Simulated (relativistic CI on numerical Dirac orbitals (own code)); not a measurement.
**Line list: Electric-dipole lines, Ta XXXVIII**

Method of calculation: Dirac-Coulomb-Breit CI, orbitals from a KLI potential per configuration, model QED, unscaled Slater integrals (own radial code, finite nucleus).

CI space (outside the closed core [Ar] 3d10): 4s2 4p6, 4s2 4p5 4d, 4s 4p6 4d, 4s2 4p5 4f, 4s 4p6 4f, 4p6 4d 4f, 4s2 4p5 5s, 4s2 4p5 5p, 4s 4p6 5s, 4s2 4p5 5d, 4s 4p6 5p, 4s2 4p5 5f, 4s2 4p5 5g, 4s 4p6 5d, 4p6 4f 5s, 4s2 4p5 6s, 4s 4p6 5f, 4s2 4p5 6p, 4s 4p6 5g, 4s2 4p5 6d, 4s2 4p5 6f, 4p6 4d2, 4p5 4d3, 4p5 4d2 4f, 4p5 4d2 5s, 4p5 4d2 5p, 4p6 4f2, 4p5 4d 4f2, 4p5 4f3, 4p5 4f2 5s, 4p5 4f2 5p, 4p6 4d 5s, 4p5 4d 4f 5s, 4p5 4d 5s2, 4p5 4d 5s 5p. Double excitations out of closed p, d and f shells are left out; levels of such configurations are missing from the list, as are those of other unlisted configurations, and high levels can miss mixing partners. These lack a partner that the ground configuration has and come out too high: 4s2 4p5 5d, 4s2 4p5 5f, 4s2 4p5 5g, 4s2 4p5 6s, 4s2 4p5 6p.

| λ vac (nm) | Lower | Upper | A (s⁻¹) | log gf | S velocity/length |
| --- | --- | --- | --- | --- | --- |
| 1.5284 | 4s2 4p6 1S_0 [1] | 4s2 4p5 5d 1P°_1 [61] | 7.60e+12 | -0.10 | 0.99 |
| 1.6780 | 4s2 4p5 4d 3F°_2 [10] | 4s2 4p5 5f 3G_3 [204] | 5.97e+12 | 0.25 | 0.95 |
| 1.6841 | 4s2 4p5 4d 3D°_2 [5] | 4s2 4p5 5f 3F_3 [118] | 4.22e+12 | 0.10 | 0.95 |
| 1.6855 | 4s2 4p5 4d 3F°_3 [4] | 4s2 4p5 5f 3G_4 [114] | 5.85e+12 | 0.35 | 0.95 |
| 1.7150 | 4s2 4p5 4d 3F°_4 [6] | 4s2 4p5 5f 3G_5 [117] | 6.65e+12 | 0.51 | 0.95 |
| 1.7173 | 4s2 4p5 4d 1D°_2 [7] | 4s2 4p5 5f 1F_3 [122] | 5.34e+12 | 0.22 | 0.94 |
| 1.7188 | 4s2 4p5 4d 3P°_2 [11] | 4s2 4p5 5f 3D_3 [205] | 6.14e+12 | 0.28 | 0.94 |
| 1.7217 | 4s2 4p5 4d 3F°_3 [12] | 4s2 4p5 5f 3G_4 [206] | 6.60e+12 | 0.42 | 0.95 |
| 1.7272 | 4s2 4p5 4d 3D°_3 [8] | 4s2 4p5 5f 3F_4 [124] | 5.69e+12 | 0.36 | 0.95 |
| 2.0564 | 4s 4p6 4d 3D_2 [15] | 4s2 4p5 5g 3F°_3 [177] | 4.51e+12 | 0.30 | 0.93 |
| 2.0891 | 4s 4p6 4d 3D_3 [16] | 4s2 4p5 5g 3F°_4 [179] | 6.81e+12 | 0.60 | 0.95 |
| 2.1053 | 4s2 4p5 4f 3G_3 [26] | 4s2 4p5 5g 3H°_4 [230] | 1.24e+13 | 0.87 | 1.00 |
| 2.1115 | 4s2 4p5 4f 3G_4 [17] | 4s2 4p5 5g 3H°_5 [178] | 1.22e+13 | 0.95 | 1.01 |
| 2.1156 | 4s2 4p5 4f 1F_3 [19] | 4s2 4p5 5g 1G°_4 [180] | 1.14e+13 | 0.84 | 0.99 |
| 2.1204 | 4s2 4p5 4f 3G_5 [18] | 4s2 4p5 5g 3H°_6 [176] | 1.27e+13 | 1.05 | 1.01 |
| 2.1225 | 4s2 4p5 4f 3G_4 [28] | 4s2 4p5 5g 3H°_5 [234] | 1.27e+13 | 0.98 | 1.00 |
| 2.1233 | 4s2 4p5 4f 3F_2 [29] | 4s2 4p5 5g 3G°_3 [235] | 1.18e+13 | 0.75 | 0.98 |
| 2.1245 | 4s2 4p5 4f 3D_3 [27] | 4s2 4p5 5g 3F°_4 [231] | 1.25e+13 | 0.88 | 0.96 |
| 2.1301 | 4s2 4p5 4f 3F_4 [22] | 4s2 4p5 5g 3G°_5 [181] | 1.19e+13 | 0.95 | 0.99 |
| 2.1370 | 4s2 4p5 4f 1D_2 [23] | 4s2 4p5 5g 1F°_3 [182] | 9.52e+12 | 0.66 | 1.00 |
| 2.1654 | 4s 4p6 4d 3D_3 [24] | 4s2 4p5 5g 3F°_4 [179] | 4.31e+12 | 0.44 | 0.99 |
| 4.7648 | 4p6 4d2 1G_4 [42] | 4p5 4d3 3F°_4 [208] | 2.49e+12 | 0.88 | 0.76 |
| 4.7915 | 4s2 4p6 1S_0 [1] | 4s2 4p5 4d 1P°_1 [13] | 2.65e+12 | 0.44 | 0.73 |
| 4.8330 | 4p6 4d2 3F_4 [49] | 4p5 4d3 3F°_4 [217] | 2.69e+12 | 0.93 | 0.77 |
| 4.8335 | 4p6 4d2 3F_4 [49] | 4p5 4d3 3G°_5 [216] | 2.15e+12 | 0.92 | 0.82 |
| 4.9640 | 4p6 4d2 3F_2 [38] | 4p5 4d3 3F°_2 [183] | 2.32e+12 | 0.63 | 0.83 |
| 5.1866 | 4p6 4d2 1G_4 [42] | 4p5 4d3 1H°_5 [189] | 1.29e+12 | 0.76 | 0.87 |
| 5.5886 | 4p6 4d2 3F_2 [38] | 4p6 4d 4f 3G°_3 [157] | 2.09e+12 | 0.83 | 0.88 |
| 5.7931 | 4s2 4p5 4d 3P°_1 [3] | 4s2 4p5 4f 3D_1 [21] | 7.23e+11 | 0.04 | 0.77 |
| 5.9172 | 4s2 4p5 4d 3F°_3 [4] | 4s2 4p5 4f 3D_2 [20] | 4.20e+11 | 0.04 | 0.85 |
| 5.9581 | 4s2 4p5 4d 3D°_2 [5] | 4s2 4p5 4f 3D_2 [20] | 4.35e+11 | 0.06 | 0.79 |
| 6.0071 | 4s2 4p5 4d 1D°_2 [7] | 4s 4p6 4d 1D_2 [25] | 5.09e+11 | 0.14 | 0.79 |
| 6.0305 | 4s2 4p5 4d 3D°_2 [5] | 4s2 4p5 4f 1F_3 [19] | 3.27e+11 | 0.10 | 0.95 |
| 6.0336 | 4s2 4p5 4d 3F°_4 [6] | 4s 4p6 4d 3D_3 [24] | 4.14e+11 | 0.20 | 0.90 |
| 6.0576 | 4s2 4p5 4d 3F°_2 [10] | 4s2 4p5 4f 3G_3 [26] | 4.86e+11 | 0.27 | 0.98 |
| 6.1048 | 4s2 4p5 4d 3F°_3 [4] | 4s2 4p5 4f 3G_4 [17] | 4.72e+11 | 0.38 | 1.02 |
| 6.1103 | 4s2 4p5 4d 1D°_2 [7] | 4s 4p6 4d 3D_3 [24] | 4.11e+11 | 0.21 | 0.77 |
| 6.2688 | 4s2 4p5 4f 3G_5 [18] | 4s 4p6 4f 3F°_4 [32] | 6.14e+11 | 0.51 | 0.82 |
| 6.2812 | 4s2 4p5 4d 3D°_3 [8] | 4s 4p6 4d 3D_3 [24] | 3.57e+11 | 0.17 | 0.82 |
| 6.3050 | 4s2 4p5 4f 3G_4 [17] | 4s 4p6 4f 3F°_3 [31] | 5.52e+11 | 0.36 | 0.83 |
| 6.4608 | 4s2 4p5 4d 3P°_2 [11] | 4s2 4p5 4f 3D_3 [27] | 5.05e+11 | 0.34 | 0.82 |
| 6.4961 | 4s2 4p5 4d 3F°_4 [6] | 4s2 4p5 4f 3G_5 [18] | 4.21e+11 | 0.47 | 1.03 |
| 6.5137 | 4s2 4p6 1S_0 [1] | 4s2 4p5 4d 3D°_1 [9] | 6.71e+11 | 0.11 | 0.65 |
| 6.5360 | 4s2 4p5 4d 3D°_3 [8] | 4s2 4p5 4f 3F_4 [22] | 3.93e+11 | 0.35 | 0.94 |
| 6.5374 | 4s2 4p5 4d 3F°_3 [12] | 4s2 4p5 4f 3G_4 [28] | 4.24e+11 | 0.39 | 0.97 |

Terms are leading LS components. Brackets give the number of a level in order of energy, since labels repeat. The list gives strong lines, with weight on those to low levels, among the lowest 400 of 2891 levels, so that lines to higher ones, which can be the strongest, are missing. Levels whose partners in the same complex of configurations lie outside the list can be far off, and so can their lines. Rates are taken at the computed energies, electric ones in the length gauge. A velocity-to-length ratio far from 1 marks an uncertain rate.

At this charge energies of transitions that change n are usually good to better than 1 %, and those within a shell (Δn = 0) to a few per cent.

LS names give the leading component of a level, which can be under half, so a name can repeat, a term be missing and a line seem to break the LS rules.
